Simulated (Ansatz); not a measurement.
Reaction (atomization): `[F][Sb][Cl]`• → Cl• + F• + Sb•

Computed with Ansatz on PBE0-D4/def2-TZVP structures; ΔE is electronic, products minus reactants. CBS: MP2 limit from def2 TZ/QZ plus the TZ coupled-cluster correction, frozen cores. This one scheme is used for every species, atoms too. DFT in def2-TZVPP. No spin–orbit coupling; open shells (•) take unrestricted orbitals. Spin–orbit coupling would lower the free atoms: a little for Cl, F. def2 core potentials past Kr. Bonds to Sb are less sure, by a few kJ/mol each and by 10 to 20 or more in all where they break to atoms, as the def2 sets lack core-valence functions.

```json
{"level": "revPBE-D4", "ΔE (kJ/mol)": "751.2"}
{"level": "PBE0-D4", "ΔE (kJ/mol)": "731.4"}
{"level": "PBE", "ΔE (kJ/mol)": "781.6"}
{"level": "r2SCAN", "ΔE (kJ/mol)": "744.7"}
{"level": "CCSD/def2-SVP", "ΔE (kJ/mol)": "569.2"}
{"level": "SCS-MP2/def2-TZVPP", "ΔE (kJ/mol)": "693.0"}
{"level": "HF/CBS(def2)", "ΔE (kJ/mol)": "425.0"}
{"level": "CCSD/CBS(def2)", "ΔE (kJ/mol)": "712.9"}
```

(1) What does CCSD(T)/CBS give? (An estimate is asked.)

(2) What do rigid-rotor, harmonic-oscillator terms from PBE0-D4/def2-TZVP frequencies (298.15 K, 1 bar) make of the CCSD(T)/CBS value? (Best estimate.)

Largest T1 diagnostic among the species: 0.016.

Results:

(1) Computed: +740.5 kJ/mol. The listed levels differ from it by 10.7, -9.1, 41.1, 4.2, -171.3, -47.5, -315.5, -27.6 kJ/mol.

(2) Computed: ΔZPE = -7.0 kJ/mol, ΔH = +739.3 kJ/mol, ΔS = 205 J/(mol·K), ΔG = +678.3 kJ/mol. Open shells count their whole term as degenerate.

The D4 term adds +11.7 kJ/mol with B3LYP and +5.9 kJ/mol with PBE0; it sums over pairs of atoms, weighted by their polarisabilities, and B3LYP, whose exchange is more repulsive, gets the larger term. From PBE to PBE0 (25 % exact exchange), in def2-TZVPP and without D4, ΔE moves by −56.1 kJ/mol: exact exchange takes away binding that semilocal exchange gives to molecules. Leaving LDA and LC-ωPBE aside and taking each functional with its dispersion term where it has one, the values, not all of them listed here, spread over 108.2 kJ/mol, from BHLYP-D4 to PBE-D4. LDA lies +143.7 kJ/mol from PBE without D4, its usual overbinding.

B3LYP here is the variant with VWN-RPA as its local correlation; programs differ in this.

For atomizations the MP2-based limit and the directly extrapolated one differ by several kJ/mol either way, and by 10 to 25 for some Ge, Se and Sn compounds, so smaller differences from it don't rank the levels.
